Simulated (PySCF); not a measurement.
Ionising InF

RHF-CCSD(T); PySCF, scalar-relativistic core potentials, basis sets In aug-cc-pVDZ-PP with ECP28, F aug-cc-pVDZ. Neutral (RHF): singlet (closed shell), Re = 2.014 Å, ωe = 524 cm⁻¹, De = 5.46 eV.

InF⁻ (UHF): doublet (π ↑), Re = 2.084 Å, ωe = 425 cm⁻¹, De = 2.31 eV to In + F⁻. The energies at the minima are -289.01944 hartree for InF and -289.02207 for InF⁻.

(1) Work out the adiabatic electron affinity, without and with harmonic zero-point energies (1 hartree = 27.2114 eV, 1 eV = 8065.5 cm⁻¹), and the change of the bond length.

Correlated steps freeze 5 core orbitals. Correlated levels converge slowly with the basis: in double zeta they bind strong bonds too weakly, by up to about 1 eV, and carry superposition errors of some tenths. These are scalar-relativistic numbers at best; spin–orbit coupling would shift them, the dissociation energy most. For an ion De counts to the pair picked by the measured ionisation energies or electron affinities, which need not be the lowest pair at this level. Where the molecule has an RHF reference, its open-shell atoms are computed with UHF. States were picked by a PBE0 search and need not be the measured ground states.

Neutral and ion stand on different kinds of reference determinant, which adds to the error of the difference.

Results:

(1) At CCSD(T): 0.00263 hartree = 0.072 eV between the minima; the zero-point term (524.0 − 425.0)/2 cm⁻¹ = +0.006 eV makes it 0.078 eV. Re changes by +7.0 pm against the neutral. The electron enters a π orbital, and the longer bond of the ion fits an antibonding orbital, or a change in how ionic the bond is.
